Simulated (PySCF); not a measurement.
C4H4ClF, SMILES C(=C)(F)/C=C\Cl.

Geometry optimised at B3LYP-D3(BJ)/def2-SVP. The structure was generated by enumeration; whether it is a known compound was not checked. Other conformers were not sampled.

Computed with B3LYP-D3(BJ)/def2-SVP in PySCF.

Frequencies are harmonic and unscaled.

Computed normal modes with their intensities:
```tsv
mode	ν (cm⁻¹)	IR (km/mol)	Raman (Å⁴/amu)	depolarisation	moving atoms (share of kinetic energy)
1	66	0.0	3.3	0.75	C 42 %, F 29 %, Cl 16 %, H 13 %
2	165	0.0	1.8	0.57	Cl 42 %, F 37 %, C 16 %
3	310	0.2	5.0	0.41	C 41 %, F 25 %, Cl 23 %, H 11 %
4	325	1.5	0.6	0.75	C 69 %, H 26 %
5	452	6.4	4.2	0.62	C 43 %, F 29 %, H 28 %
6	622	11.2	9.2	0.75	C 60 %, H 38 %
7	707	21.5	3.4	0.75	C 69 %, Cl 20 %
8	724	0.4	3.1	0.75	H 81 %, C 15 %
9	752	32.2	5.4	0.11	C 75 %, H 13 %
10	772	17.3	4.6	0.75	H 69 %, C 31 %
11	866	57.9	5.7	0.75	H 67 %, C 33 %
12	898	12.0	1.9	0.75	C 54 %, H 23 %, F 20 %
13	958	0.0	4.2	0.75	H 79 %, C 21 %
14	965	27.6	6.2	0.23	H 51 %, C 28 %, F 21 %
15	1219	21.2	28.5	0.58	H 88 %, C 10 %
16	1315	4.8	43.9	0.35	H 65 %, C 33 %
17	1388	54.1	2.8	0.31	H 49 %, C 45 %
18	1404	58.3	50.2	0.44	H 62 %, C 37 %
19	1657	0.5	29.4	0.28	C 92 %
20	1726	91.2	486.3	0.28	C 92 %
21	3175	0.7	55.9	0.17	H 94 %
22	3181	2.8	88.3	0.22	H 92 %
23	3211	5.6	122.8	0.24	H 91 %, C 9 %
24	3283	0.4	82.7	0.74	H 89 %, C 11 %
```
